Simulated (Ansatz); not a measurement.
Computed with Ansatz on PBE0-D4/def2-TZVP structures; ΔE is electronic, products minus reactants. CBS: MP2 limit from def2 TZ/QZ plus the TZ coupled-cluster correction, frozen cores. For Ga outer-core shells are correlated without core-valence functions, which leaves a few kJ/mol of doubt a bond. Scalar relativity is left out up to krypton. Each species was taken in one conformer, which may not be the lowest.

`C[NH][Ga]([F])[F]` + silanol → `[F][Ga]([F])[O][SiH3]` + CH₃NH₂  (ligand exchange at a Ga–N bond)

```json
{"species": "`C[NH][Ga]([F])[F]`", "CCSD(T)/CBS(def2) energy (Eh)": "-2218.78622"}
{"species": "`O[SiH3]`", "CCSD(T)/CBS(def2) energy (Eh)": "-366.69042"}
{"species": "`[F][Ga]([F])[O][SiH3]`", "CCSD(T)/CBS(def2) energy (Eh)": "-2489.72997"}
{"species": "CH₃NH₂", "CCSD(T)/CBS(def2) energy (Eh)": "-95.75281"}
```

(1) Work out ΔE.

Largest T1 diagnostic among the species: 0.014.

Answers

(1) ΔE = (-2489.72997) + (-95.75281) − (-2218.78622) − (-366.69042) = -0.00614 Eh = -16.1 kJ/mol.

Leaving LDA and LC-ωPBE aside and taking each functional with its dispersion term where it has one, the values, not all of them listed here, spread over 10.4 kJ/mol, from B97M-V to PBE-D4. LDA lies +9.6 kJ/mol from PBE without D4. In def2-TZVPP, CCSD(T) changes the Hartree–Fock value by +11.3 kJ/mol (the triples alone add +1.0 kJ/mol) and MP2 by +12.7 kJ/mol. At CCSD(T), def2-SVP lies −11.1 kJ/mol from the extrapolated value and def2-TZVPP −5.6 kJ/mol.
